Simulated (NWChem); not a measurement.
System meant: CdHOBr; SMILES [OH][Cd][Br]

NWChem input:

```
start job
memory heap 200 mb stack 900 mb global 1100 mb
geometry units angstroms noautoz
  Cd    -0.475114     0.522108     0.000096
  Br     0.392775    -1.717463    -0.000106
  O     -1.286420     2.312081     0.000995
  H     -0.614403     3.003676    -0.007500
end
basis spherical
  * library def2-svp
end
ecp
  Cd library def2-ecp
end
dft
  odft
  mult 2
  xc pbe0
  iterations 150
  mulliken
end
task dft energy
```

End of the output:

```
                                 NWChem DFT Module
                                 -----------------

 Summary of "ao basis" -> "ao basis" (spherical)
 ------------------------------------------------------------------------------
       Tag                 Description            Shells   Functions and Types
 ---------------- ------------------------------  ------  ---------------------
 Cd                         def2-svp                11       31   5s3p2d1f
 Br                         def2-svp                12       32   5s4p3d
 O                          def2-svp                 6       14   3s2p1d
 H                          def2-svp                 3        5   2s1p

 Summary of "ao basis" -> "ao basis" (spherical)
 ------------------------------------------------------------------------------
       Tag                 Description            Shells   Functions and Types
 ---------------- ------------------------------  ------  ---------------------
 Cd                         def2-svp                11       31   5s3p2d1f
 Br                         def2-svp                12       32   5s4p3d
 O                          def2-svp                 6       14   3s2p1d
 H                          def2-svp                 3        5   2s1p

      Symmetry analysis of basis
      --------------------------

        a'         57
        a"         25

  number of electrons :                   64
  multiplicity        :                    2
 ------------------------------------------------------------------------
  no. of electrons and multiplicity not compatible                  64
 ------------------------------------------------------------------------
 ------------------------------------------------------------------------
  current input line :
    22: task dft energy
 ------------------------------------------------------------------------
 ------------------------------------------------------------------------
 There is an error in the input file
 ------------------------------------------------------------------------
 For more information see the NWChem manual at https://nwchemgit.github.io

0: no. of electrons and multiplicity not compatible:Received an Error in Communication
```

Q: Can this run be used? If not, why, and what is the fix?

A: The program refused the input. Cause: the multiplicity doesn't fit the number of electrons (an even count wants an odd multiplicity, and the reverse). This input runs:
```
start job
memory heap 200 mb stack 900 mb global 1100 mb
geometry units angstroms noautoz
  Cd    -0.475114     0.522108     0.000096
  Br     0.392775    -1.717463    -0.000106
  O     -1.286420     2.312081     0.000995
  H     -0.614403     3.003676    -0.007500
end
basis spherical
  * library def2-svp
end
ecp
  Cd library def2-ecp
end
dft
  xc pbe0
  iterations 150
  mulliken
end
task dft energy
```
It converges to -2817.00322 Ha (PBE0/def2-SVP with def2 effective core potentials on Cd).
